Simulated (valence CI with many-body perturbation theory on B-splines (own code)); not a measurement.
Results of a calculation; reference values are marked as such.
## Dy LII: what each term of the Hamiltonian does

Method: relativistic CI+MBPT: five valence electrons over a frozen Dirac-Fock core [Ne], a basis of 9 s, 9 p, 8 d, 6 f, 3 g, 1 h functions for each j, with the one-electron correlation potential Σ1 (screened to all orders), the two-electron term Σ2, the three-electron term Σ3, Breit, model QED; selected single and double excitations, second order for the rest (own B-spline code, finite nucleus).

The last digits are not significant, and no measured levels were compared; by estimate large intervals hold to a few tenths of a per cent, small ones and those within an open d or f shell to about a per cent. Among the levels kept, up to 610 cm⁻¹ of a level comes from second order outside the variational space, and about a tenth of that is noise between levels of different J, which matters for small intervals.

Each rung adds one term. CI alone is the Dirac-Coulomb CI over the frozen core; QED comes last and gives the full result, which names the levels. Energies are above (3s^2 3p1/2^2 3p3/2) J=3/2 on the same rung, in Ry.

Levels are named by their leading jj configuration (3d3/2^4 stands for four electrons in 3d with j = 3/2), which in mixed levels can hold well under half, so a name can repeat and another be missing. Letters in brackets count levels of one name in rising energy.

```
                             Level  CI alone       Σ1       Σ2       Σ3    Breit      QED    Full
        (3s^2 3p1/2 3p3/2^2) J=3/2    14.404  +0.0100  +0.0116  +0.0019  -0.1886  +0.0211  14.260
        (3s^2 3p1/2^2 3d3/2) J=3/2    14.687  -0.0166  -0.0202  -0.0090  -0.0484  -0.0375  14.555
        (3s^2 3p1/2 3p3/2^2) J=5/2    15.206  +0.0101  +0.0084  -0.0001  -0.2191  +0.0209  15.026
        (3s^2 3p1/2 3p3/2^2) J=1/2    16.142  +0.0101  +0.0053  -0.0024  -0.1809  +0.0206  15.994
        (3s^2 3p1/2^2 3d5/2) J=5/2    19.026  -0.0077  -0.0296  -0.0119  -0.1616  -0.0302  18.785
        (3s 3p1/2^2 3p3/2^2) J=5/2    25.219  -0.0078  -0.0013  +0.0076  -0.0451  -0.1799  24.993
        (3s 3p1/2^2 3p3/2^2) J=3/2    27.150  -0.0074  -0.0156  +0.0053  -0.0730  -0.1439  26.916
        (3s 3p1/2^2 3p3/2^2) J=1/2    27.168  -0.0075  -0.0085  +0.0052  -0.0280  -0.1712  26.958
(3s^2 3p1/2 3p3/2 3d3/2) J=5/2 [a]    28.992  -0.0065  -0.0109  -0.0052  -0.2678  -0.0158  28.686
(3s^2 3p1/2 3p3/2 3d3/2) J=3/2 [a]    29.158  -0.0067  -0.0142  -0.0055  -0.2383  -0.0274  28.866
(3s^2 3p1/2 3p3/2 3d3/2) J=1/2 [a]    29.143  -0.0065  -0.0102  -0.0054  -0.2297  -0.0165  28.875
    (3s^2 3p1/2 3p3/2 3d3/2) J=7/2    29.809  -0.0063  -0.0106  -0.0083  -0.3025  -0.0151  29.466
              (3s^2 3p3/2^3) J=3/2    30.675  +0.0199  +0.0168  -0.0009  -0.3774  +0.0398  30.373
(3s^2 3p1/2 3p3/2 3d3/2) J=5/2 [b]    31.678  -0.0062  -0.0455  -0.0173  -0.2551  -0.0224  31.332
(3s^2 3p1/2 3p3/2 3d3/2) J=3/2 [b]    32.249  -0.0068  -0.0650  -0.0169  -0.2046  -0.0527  31.903
(3s^2 3p1/2 3p3/2 3d3/2) J=1/2 [b]    32.230  -0.0066  -0.0520  -0.0166  -0.2100  -0.0351  31.910
(3s^2 3p1/2 3p3/2 3d5/2) J=7/2 [a]    32.565  +0.0023  -0.0094  -0.0060  -0.3522  -0.0060  32.194
(3s^2 3p1/2 3p3/2 3d5/2) J=3/2 [a]    33.223  +0.0022  -0.0175  -0.0068  -0.3358  -0.0153  32.849
    (3s^2 3p1/2 3p3/2 3d5/2) J=9/2    33.455  +0.0025  -0.0092  -0.0098  -0.4090  -0.0058  33.023
(3s^2 3p1/2 3p3/2 3d5/2) J=5/2 [a]    33.521  +0.0021  -0.0168  -0.0090  -0.3680  -0.0106  33.119
(3s^2 3p1/2 3p3/2 3d5/2) J=7/2 [b]    35.016  +0.0021  -0.0336  -0.0174  -0.3898  -0.0065  34.571
(3s^2 3p1/2 3p3/2 3d5/2) J=5/2 [b]    35.012  +0.0015  -0.0490  -0.0197  -0.3362  -0.0133  34.595
(3s^2 3p1/2 3p3/2 3d5/2) J=3/2 [b]    35.510  +0.0023  -0.0275  -0.0211  -0.3387  -0.0089  35.116
    (3s^2 3p1/2 3p3/2 3d5/2) J=1/2    35.737  +0.0021  -0.0366  -0.0201  -0.3164  -0.0151  35.351
(3s 3p1/2^2 3p3/2 3d3/2) J=5/2 [a]    39.542  -0.0244  -0.0174  -0.0004  -0.0807  -0.2262  39.193
(3s 3p1/2^2 3p3/2 3d3/2) J=3/2 [a]    39.671  -0.0245  -0.0187  -0.0008  -0.0648  -0.2259  39.336
(3s 3p1/2^2 3p3/2 3d3/2) J=1/2 [a]    39.764  -0.0244  -0.0162  -0.0009  -0.0437  -0.2274  39.451
    (3s 3p1/2^2 3p3/2 3d3/2) J=7/2    40.190  -0.0239  -0.0164  -0.0027  -0.1143  -0.2276  39.805
      (3s 3p1/2 3p3/2^3) J=3/2 [a]    40.474  +0.0019  +0.0033  +0.0051  -0.2174  -0.1512  40.116
(3s 3p1/2^2 3p3/2 3d3/2) J=3/2 [b]    41.344  -0.0237  -0.0320  -0.0025  -0.0914  -0.2125  40.982
          (3s 3p1/2 3p3/2^3) J=5/2    41.601  +0.0023  -0.0052  +0.0042  -0.2610  -0.1483  41.193
```

The middle columns are the shifts that each term adds.

**Question.** How does the ionisation energy move along the ladder, and which term matters most?

**Answer.** CI alone 4635.1, + Σ1 4636.0, + Σ2 4636.1, + Σ3 4635.7, + Breit 4632.2, + QED 4631.9 eV. The largest step is Breit, -3.5 eV. NIST lists 4629 ± 4 eV (theoretical).
